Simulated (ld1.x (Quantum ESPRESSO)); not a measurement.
## Pseudopotential generation for Yb: TM, PBE, scalar-relativistic.

* Element: Yb
* Generator: ld1.x (Quantum ESPRESSO) 7.5
* Type: norm-conserving Troullier–Martins (Kleinman–Bylander form)
* Functional: PBE
* Relativity: scalar-relativistic
* Frozen core: [Xe] 4f13
* Valence charge: 3
* Reference configuration: 5d1 6s2 6p0
* Partial waves: 6s (bound): rc 2.25 bohr; 5d (bound): rc 2.65 bohr; 5f channel at -0.1 Ry: rc 4.15 bohr; 6p (bound, empty): rc 4.05 bohr
* Local potential: the p channel
* Core correction: none

All-electron outer shells of the reference configuration (PBE, scalar-relativistic, ld1.x):

```tsv
shell	level (eV)	outermost node (bohr)	outermost maximum (bohr)
5p	-31.02	0.62	1.22
4f	-9.61	–	0.48
6s	-4.57	1.44	3.12
5d	-1.86	0.70	1.85
6p	-1.34	1.76	4.32
```

**Question.** Estimate the cutoffs (Ry, on a coarse ladder) from which the occupation-weighted sum of valence levels, in a spherical-Bessel basis at the reference potential, stays within 10 and 1 mRy of its value at 400 Ry.

**Answer.** 18 Ry and 40 Ry.

**Question.** What does a ghost test show?

**Answer.** No extra level below or beside the all-electron valence levels (s, d, f, p tested).

**Question.** Tests: 5d1 6s1 6p0; 5d1 6s0 6p0; 5d1 6s1.5 6p0; 5d0 6s2 6p0; 5d1 6s0 6p1; 5d1.5 6s1.5 6p0; 5d1 6s0 6p2. Which has the largest error in its energy relative to the reference configuration, and how large is it?

**Answer.** 5d0 6s2 6p0, with +245 meV (all-electron minus pseudo) on +5.38 eV.
